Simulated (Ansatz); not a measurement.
Two members of one family (Series Nb(S)X3), computed with Ansatz in the gas phase; def2 core potentials for Nb, no spin–orbit coupling. The two geometries come from different levels. A negative affinity means that the extra electron isn't bound at that geometry and level; within about 0.2 eV of zero the sign isn't settled. Binding counts from free atoms in the multiplicity of their measured ground term, without zero-point energy. Names give formal oxidation states. A dash marks a value that wasn't run or was left out as unsound. The structures are stationary points that may keep the symmetry of their start. Remarks come from the PBE and PBE0 runs and from stability tests at other levels; not every state was tested. A HOMO above zero means that the electron is unbound at that level and held by the basis, or that self-interaction error raises the level; the energy of removing that electron tells which. HOMO above LUMO (over both spins in singlets and doublets, within one spin in higher multiplets; at PBE or PBE0), or a gap under 0.15 eV within one spin, warns that the state may not be the lowest or that an electron is smeared out.

First: NbSF3 (singlet, charge 0, PBE-D4/def2-SVP geometry).

```csv
atom,x (Å),y (Å),z (Å)
Nb1,-0.006,-0.067,-0.060
S2,0.144,1.536,1.370
F3,0.685,0.549,-1.678
F4,-1.809,-0.515,-0.224
F5,0.987,-1.504,0.592
```

```
               level  HOMO (eV)  LUMO (eV)  gap (eV)  vertical EA (eV)  binding per atom (eV)
     PBE-D4/def2-SVP      -7.25      -3.54      3.71                 –                   5.18
    PBE-D4/def2-TZVP      -7.32      -3.66      3.66                 –                   5.05
   PBE-D4/def2-TZVPD      -7.33      -3.68      3.65              0.60                   5.04
r2SCAN-D4/def2-TZVPD      -7.62      -3.63      3.99              0.72                   4.84
  B3LYP-D4/def2-TZVP      -8.33      -3.16      5.17                 –                   4.77
```

Metal–donor distances: 1 × S 2.15 Å, 3 × F 1.86 Å. Remarks: HOMO above zero (-1 doublet), gap within one spin near zero at PBE or PBE0 (-1 doublet).

Second: NbS(OH)3 (singlet, charge 0, PBE0-D4/def2-SVP geometry).

```xyz
8

Nb    0.036    0.021   -0.026
S     1.617    0.947   -1.155
O    -1.252   -0.682   -1.199
H    -1.345   -0.712   -2.155
O    -0.776    1.296    1.093
H    -0.636    2.233    1.256
O     0.738   -1.368    1.027
H     1.618   -1.735    1.158
```

Problem. Estimate the same table for the second.

Solution. 
```json
{"level": "PBE-D4/def2-SVP", "HOMO (eV)": "-6.39", "LUMO (eV)": "-2.09", "gap (eV)": "4.30", "vertical EA (eV)": "–", "binding per atom (eV)": "4.56"}
{"level": "PBE-D4/def2-TZVP", "HOMO (eV)": "-6.50", "LUMO (eV)": "-2.34", "gap (eV)": "4.16", "vertical EA (eV)": "–", "binding per atom (eV)": "4.51"}
{"level": "PBE-D4/def2-TZVPD", "HOMO (eV)": "-6.55", "LUMO (eV)": "-2.43", "gap (eV)": "4.12", "vertical EA (eV)": "-0.12", "binding per atom (eV)": "4.52"}
{"level": "r2SCAN-D4/def2-TZVPD", "HOMO (eV)": "-6.80", "LUMO (eV)": "-2.31", "gap (eV)": "4.49", "vertical EA (eV)": "-0.19", "binding per atom (eV)": "4.37"}
{"level": "B3LYP-D4/def2-TZVP", "HOMO (eV)": "-7.43", "LUMO (eV)": "-1.78", "gap (eV)": "5.65", "vertical EA (eV)": "–", "binding per atom (eV)": "4.34"}
```

Metal–donor distances: 1 × S 2.15 Å, 3 × O 1.88 Å. Remarks: HOMO above zero (-1 doublet), gap within one spin near zero at PBE or PBE0 (-1 doublet).
